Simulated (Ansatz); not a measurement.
Ligand exchange: InH3 + SnH(CH3)2(OH) → InH2(OH) + SnH2(CH3)2

Species: InH3 `[InH3]`, singlet; SnH(CH3)2(OH), singlet; InH2(OH), singlet; SnH2(CH3)2, singlet. The partners trade H for OH: In–H and Sn–OH bonds give way to In–OH and Sn–H.

Shapes, held fixed at every level: PBE0-D4/def2-TZVP. Flexible molecules stand in one conformer, not always the lowest. Programs: Ansatz 0.2.0. The zero-point and thermal change to 298 K, harmonic and unscaled (PBE0-D4/def2-TZVP), is +2.7 kJ/mol.

```
               level                    kind  ΔH(298 K) (kJ/mol)  less CCSD(T)/def2-TZVPP
         HF/def2-SVP            Hartree–Fock                -6.5                     +7.4
       HF/def2-TZVPP            Hartree–Fock                -4.1                     +9.8
   PBE-D4/def2-TZVPP                     GGA               -15.9                     -2.0
r2SCAN-D4/def2-TZVPP                meta-GGA               -13.8                     +0.1
  wB97M-V/def2-TZVPP  range-separated hybrid               -10.3                     +3.6
   B2PLYP/def2-TZVPP           double hybrid               -14.9                     -1.0
        MP2/def2-SVP     perturbation theory               -15.9                     -2.0
  CCSD(T)/def2-TZVPP   coupled cluster or CI               -13.9                      0.0
```

The highest level, CCSD(T)/def2-TZVPP, gives ΔH(298 K) = -13.9 kJ/mol; the levels span -15.9 to -4.1. The column of differences is taken from that level and isn't an error. No measured value is set beside it here. For atoms past krypton def2 sets carry core potentials with scalar relativity. Outer-core shells of In, Sn are correlated in most correlated rows, in sets that cover them unevenly.
